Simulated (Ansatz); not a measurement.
`F[Si](F)(F)[SiH](Cl)Cl` + `B1CS1` → `F[Si](F)(F)[SiH2]Cl` + `ClB1CS1`  (redistribution)

Gas-phase electronic energies from Ansatz, PBE0-D4/def2-TZVP geometries. CBS: MP2 limit from def2 TZ/QZ plus the TZ coupled-cluster correction, frozen cores. This one scheme is used for every species. DFT in def2-TZVPP. HSE06 is defined as in plane-wave codes. One conformer a species, not always the lowest.

```tsv
level	ΔE (kcal/mol)
PBE0-D4	3.8
ωB97M-V	4.8
r2SCANh	4.0
HSE06	3.2
LC-ωPBE	3.7
CCSD(T)/def2-SVP	-1.0
HF/def2-TZVPP	4.8
SCS-MP2/def2-TZVPP	3.7
```

(1) What does CCSD(T)/CBS give? (An estimate is asked.)

Largest T1 diagnostic among the species: 0.016.

Results:

(1) Computed: +4.8 kcal/mol. The listed levels differ from it by -1.0, 0.0, -0.8, -1.6, -1.1, -5.8, 0.0, -1.1 kcal/mol.

At CCSD(T), def2-SVP lies −5.9 kcal/mol from the extrapolated value and def2-TZVPP −1.3 kcal/mol. From BLYP to BHLYP (50 % exact exchange), in def2-TZVPP and without D4, ΔE moves by +1.4 kcal/mol. In def2-TZVPP, CCSD(T) changes the Hartree–Fock value by −1.3 kcal/mol (the triples alone add −0.2 kcal/mol) and MP2 by −1.0 kcal/mol.
